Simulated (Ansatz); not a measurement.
`[OH][GeH]([F])[F]` + H₂ → `[F][GeH2][F]` + H₂O at 298.15 K and 1 bar (hydrogenolysis of a Ge–O bond).

Program: Ansatz. Geometries: PBE0-D4/def2-TZVP. ΔE: electronic, gas phase. CCSD(T)/CBS adds triple-zeta CCSD(T) − MP2 to the extrapolated MP2 energy (def2 sets, frozen cores). This one scheme is used for every species. For Ge outer-core shells are correlated without core-valence functions, which leaves a few kJ/mol of doubt a bond. Scalar relativity is left out up to krypton. One conformer a species, not always the lowest.

```json
{"species": "`[OH][GeH]([F])[F]`", "CCSD(T)/CBS energy (Eh)": "-2352.17909", "H − E (kJ/mol)": "86.5", "S (J/(mol·K))": "313.9"}
{"species": "H₂", "CCSD(T)/CBS energy (Eh)": "-1.17544", "H − E (kJ/mol)": "35.1", "S (J/(mol·K))": "130.4"}
{"species": "`[F][GeH2][F]`", "CCSD(T)/CBS energy (Eh)": "-2276.96403", "H − E (kJ/mol)": "66.9", "S (J/(mol·K))": "277.3"}
{"species": "H₂O", "CCSD(T)/CBS energy (Eh)": "-76.37941", "H − E (kJ/mol)": "66.4", "S (J/(mol·K))": "188.7"}
```

H − E and S are ideal-gas, rigid-rotor, harmonic terms from PBE0-D4/def2-TZVP, for one conformer and one mirror image of each species. The MP2-based limit puts H₂ 0.8 mEh under its directly extrapolated value; such offsets cancel only in part. 1 Eh = 2625.50 kJ/mol, R = 8.31446 J/(mol·K).

Problem. By hand: ΔE, ΔH, ΔS and ΔG.

Solution. ΔE = (-2276.96403) + (-76.37941) − (-2352.17909) − (-1.17544) = 0.01109 Eh = 29.1 kJ/mol. Δ(H − E) = 66.9 + 66.4 − 86.5 − 35.1 = 11.7, so ΔH = 40.8 kJ/mol. ΔS = 277.3 + 188.7 − 313.9 − 130.4 = 21.7 J/(mol·K). ΔG = 40.8 − 298.15 × (21.7)/1000 = 34.3 kJ/mol.

Problem. By hand: the equilibrium constant, and the temperature at which ΔG would vanish if ΔH and ΔS stayed fixed.

Solution. log₁₀ K = −ΔG/(RT ln 10) = -6.0. ΔG = 0 at ΔH/ΔS = 1880 K.

ΔH outweighs TΔS. A doubt of 5 kJ/mol in ΔE shifts log₁₀ K by 0.9 here. Other conformers and mirror images would add mixing entropy, several J/(mol·K) or more a flexible species. These are equilibria of isolated gas molecules and say nothing of rates. Largest T1 diagnostic: 0.012 (customary marks: 0.02 for closed shells, 0.045 for open ones).
